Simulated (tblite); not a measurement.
Compound: C5H9BOSi.
Structure used (GFN2-xTB), in Å, numbered top down from 1:
```xyz
17
C5H9BOSi angstrom
C     -3.1039    0.2221    0.4644
B     -2.2096   -0.3085   -0.7160
C     -0.6841   -0.2707   -0.6342
C      0.1866    0.1748    0.3423
C      1.5093   -0.0411   -0.1053
Si     3.1100    0.3466    0.7831
C      1.3503   -0.6108   -1.3447
O      0.0714   -0.7523   -1.6700
H     -3.5979   -0.6213    0.9474
H     -3.9064    0.8620    0.1023
H     -2.5634    0.7643    1.2344
H     -2.7090   -0.7637   -1.6736
H     -0.0916    0.6115    1.2805
H      2.7989    1.1759    1.9482
H      4.0045    1.0679   -0.1257
H      3.7461   -0.9020    1.2141
H      2.0820   -0.9427   -2.0572
```

Calculated harmonic vibrations of the isolated species, GFN2-xTB (tblite), most abundant isotopes, no scaling. Errors from tens to a few hundred cm⁻¹ against measured bands are possible. Modes of hydrogen on boron and silicon can be 10 to 20 % off. One conformer, not necessarily the lowest. The optimisation stopped once no atom felt more than 0.01 eV/Å.

Lowest wavenumbers of the output (negative numbers stand for imaginary wavenumbers):
```
mode    cm-1
  1     -43.6
  2      18.5
  3      94.3
  4     111.0
  5     122.7
  6     221.5
  7     236.5
  8     373.2
  9     441.2
 10     526.0
```

**Question.** Is this structure a minimum?

**Answer.** Not by this Hessian. 1 mode is imaginary beyond 20i (44i cm⁻¹), so at this level the point lies at or near a first-order saddle. The curvature is small, so loose convergence or finite differences may be the whole cause.

**Question.** Which atoms move in the imaginary mode?

**Answer.** 44i: H15 (Si–H hydrogen) 33 %, H16 (Si–H hydrogen) 32 %, H14 (Si–H hydrogen) 30 %. These are shares of the mass-weighted motion.

**Question.** What is the remedy?

**Answer.** Step along that mode in both directions, optimise again with tighter thresholds and repeat the frequencies. The zero-point energy of this point (75.9 kcal/mol) counts the 44 real modes alone, and thermal corrections from it aren't those of a minimum.

On an Intel Xeon at 2.50 GHz with one thread, no GPU, shared host with 64 logical CPUs at a one-minute load of 64, this took 2.1 s of wall time. The figure is for the frequency step alone.
